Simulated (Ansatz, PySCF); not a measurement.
Cl2GaHS, SMILES [SH][Ga]([Cl])[Cl]. Atoms are numbered in the order given.

```xyz
5

Ga    -0.0150     0.0060     0.0000
Cl    -1.3182     1.6897     0.0000
Cl     2.0919     0.3509     0.0000
S     -0.8191    -2.0191     0.0000
H      0.4164    -2.5696     0.0000
```

The structure is a stationary point at PBE0-D3(BJ)/def2-SVP. The values are those of a single conformer.

Vertical ionisation energy (IE) and electron affinity (EA) in eV. Rows of orbital energies are one-electron estimates. Where ΔSCF, EOM or ADC give a negative EA the extra electron is unbound and the value depends on the basis.

```json
[
 {"level": "−ε(HOMO), −ε(LUMO), M06-2X/def2-TZVP (PySCF)", "IE": "9.53", "EA": "0.74"},
 {"level": "−ε(HOMO), −ε(LUMO), PBE/def2-TZVP (PySCF)", "IE": "7.11", "EA": "2.56"},
 {"level": "ΔSCF, PBE0/def2-SVPD (Ansatz), final states of multiplicity 2 and 2", "IE": "10.60", "EA": "0.35"},
 {"level": "ΔSCF, PBE/def2-SVPD (Ansatz), final states of multiplicity 2 and 2", "IE": "10.27", "EA": "0.50"}
]
```

**Question.** What vertical singlet–triplet gap does ΔSCF give with PBE0/def2-SVPD (Ansatz, a first-principles code) and with PBE/def2-SVPD (Ansatz)? (The exact figures need the calculation; the answer reports its results.)

**Answer.** 5.08 and 4.70 eV (triplet above singlet where positive).
